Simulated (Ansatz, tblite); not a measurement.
Cost and result up the ladder for the cluster Au₂F₂ (the lowest singlet isomer of a short search) (4 atoms). The state is a singlet with charge 0. Geometry: PBE0-D4/def2-TZVP.

```xyz
4

Au    1.232   -0.815   -1.212
Au   -0.401    0.265    0.394
F    -1.118   -1.451    0.855
F     0.287    2.000   -0.037
```

Ansatz on 4 threads of Arm Neoverse V2 on a shared host; xTB runs through tblite on one thread. Times are rough, summed over both states, and most runs start from the orbitals of an earlier one. ωB97X-V/def2-TZVP serves as the yardstick here, not as an exact answer. The other state is a triplet at its own geometry, which has other bonds, so the gap mixes isomer and spin.

In the def2 sets Au takes a core potential; there is no spin–orbit coupling. The xTB rows come from tblite. Correlated methods freeze 2 core orbitals; core or outer-core shells of Au are correlated, in sets that lack core-valence functions. The structure comes from a short search, and lower isomers may exist.

Run but left out: BHLYP-D4/def2-TZVP (singlet: restricted singlet, unstable in another Hartree–Fock run and untested here).

Correlated methods converge slowly with the basis.

xTB has no spin-polarisation term.

```
                            level  functions  wall time  triplet − singlet (eV)  difference from ωB97X-V/def2-TZVP (eV)
                         GFN2-xTB         26    0.004 s                    2.70                                    1.17
                         GFN1-xTB         26    0.006 s                    1.57                                    0.03
                 PBE-D4/def2-TZVP        142      3.5 s                    1.13                                   -0.41
              revPBE-D4/def2-TZVP        142      3.6 s                    1.15                                   -0.38
                BLYP-D4/def2-TZVP        142      4.1 s                    1.12                                   -0.41
                PBE0-D4/def2-TZVP        142      4.9 s                    1.38                                   -0.16
                RPA@PBE/def2-TZVP        142        8 s                    1.25                                   -0.28
r2SCAN-D4/def2-TZVP (with forces)        142      8.5 s                    1.07                                   -0.47
             r2SCANh-D4/def2-TZVP        142        9 s                    1.16                                   -0.37
                ωB97X-V/def2-TZVP        142       18 s                    1.53                                    0.00
```
